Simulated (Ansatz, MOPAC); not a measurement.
System: PbI, charge 0, multiplicity 2. SMILES: [I][Pb]

Atoms: Pb1, I2. Bonds: Pb1-I2.

Bond lengths (Å) and angles (degrees) optimised at AM1 with MOPAC; PM6 with MOPAC; PM7 with MOPAC; MP2/LANL2DZ with Ansatz (an electronic-structure program), each started from the B3LYP-D3(BJ)/def2-TZVP structure (Ansatz) of the last column. A row stands for all coordinates that are equal there.

```
coordinate    AM1    PM6    PM7  MP2/LANL2DZ  B3LYP-D3(BJ)/def2-TZVP
----------  -----  -----  -----  -----------  ----------------------
Pb1-I2      2.430  2.281  2.773        2.899                   2.831
```

Mean signed difference of all 1 bond lengths from B3LYP-D3(BJ)/def2-TZVP: AM1 -0.401 Å, PM6 -0.550 Å, PM7 -0.058 Å, MP2/LANL2DZ 0.068 Å.
